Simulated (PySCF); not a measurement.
C₄H₂Cl₂O₂S₂.
Cartesian coordinates in Å at the GFN2-xTB level; atoms count from 1:
```
atom  x, y, z in Å
O1     2.616    0.433    1.149
S2     2.076   -0.435    0.159
O3     2.429   -1.814    0.153
Cl4    2.598    0.326   -1.647
C5     0.331   -0.295    0.088
S6    -0.651   -1.680   -0.117
C7    -2.057   -0.691   -0.116
C8    -1.780    0.634    0.028
C9    -0.388    0.867    0.139
Cl10   0.364    2.380    0.308
H11   -3.023   -1.143   -0.221
H12   -2.514    1.416    0.051
```

Probes without a nucleus sit at each ring's centroid and 1 Å off its mean plane on both sides; NICS is minus the shielding there, NICSzz its component along the normal. Level: GIAO PBE0/pcSseg-1 (PySCF, non-relativistic, gas phase) on the GFN2-xTB geometry, one conformer.

Ring bond lengths (Å), with Mayer bond orders in brackets: C5–S6 1.710 (1.14), S6–C7 1.719 (1.19), C7–C8 1.361 (1.55), C8–C9 1.415 (1.23), C9–C5 1.367 (1.38).

Question: Give the NICS values of each ring in ppm.

Answer: 
| ring | type | NICS(0) | NICS(1), two faces | NICS(1)zz, two faces | rms pucker (Å) | centre to ring atoms, mean (Å) |
| --- | --- | --- | --- | --- | --- | --- |
| C5–S6–C7–C8–C9 | 5-membered ring with S; formal bonds all aromatic | -13.3 | -10.9 / -11.0 | -23.4 / -23.9 | 0.00 | 1.28 |

Question: What do they say, and how far can they be read as aromaticity?

Answer: 
- C5–S6–C7–C8–C9: mean NICS(1)zz -23.6 ppm, shielded, aromatic by this magnetic criterion (flat ring, no four-coordinate atom).

Question: How equal are the bonds by HOMA? HOMA takes Krygowski's 1993 parameters.

Answer: 
- C5–S6–C7–C8–C9: HOMA 0.85; the largest term is that of C7–C8, α(R − Ropt)² = 0.19. The geometric and the magnetic index point the same way.

Question: At the first NICS(1) probe listed for ring C5–S6–C7–C8–C9, 1 Å off the ring, what do the in-plane components average?

Answer: The isotropic value is a third of the trace: (3 × -10.9 − (-23.4))/2 = -4.7 ppm.

Question: Give the inner angles of the rings and the Hirshfeld charges of the ring atoms.

Answer: 
- C5–S6–C7–C8–C9: C5 113.0° (-0.093 e), S6 90.2° (+0.164 e), C7 113.2° (-0.053 e), C8 111.6° (-0.065 e), C9 112.0° (+0.003 e); sum 540.0° against 540° for a flat convex ring.

Question: How shielded are the nuclei of the rings and their hydrogens (means over atoms taken as equivalent)?

Answer: 
```json
{"atoms": "C5", "environment": "substituted aromatic carbon", "σ isotropic (ppm)": "37.8", "principal values of the symmetric part, first atom (ppm)": "-15.9, 33.6, 95.7"}
{"atoms": "S6", "environment": "thiophene-type sulfur", "σ isotropic (ppm)": "264.5", "principal values of the symmetric part, first atom (ppm)": "127.5, 265.1, 401.0"}
{"atoms": "C7", "environment": "aromatic CH next to a ring sulfur", "σ isotropic (ppm)": "46.6", "principal values of the symmetric part, first atom (ppm)": "-51.6, 39.7, 151.8"}
{"atoms": "C8", "environment": "aromatic CH carbon", "σ isotropic (ppm)": "52.2", "principal values of the symmetric part, first atom (ppm)": "-21.7, 40.0, 138.3"}
{"atoms": "C9", "environment": "aromatic C–Cl carbon", "σ isotropic (ppm)": "44.0", "principal values of the symmetric part, first atom (ppm)": "-21.6, 34.9, 118.7"}
{"atoms": "H11", "environment": "aromatic hydrogen", "σ isotropic (ppm)": "24.20", "principal values of the symmetric part, first atom (ppm)": "21.3, 24.3, 26.9"}
{"atoms": "H12", "environment": "aromatic hydrogen", "σ isotropic (ppm)": "24.54", "principal values of the symmetric part, first atom (ppm)": "20.5, 26.3, 26.8"}
```
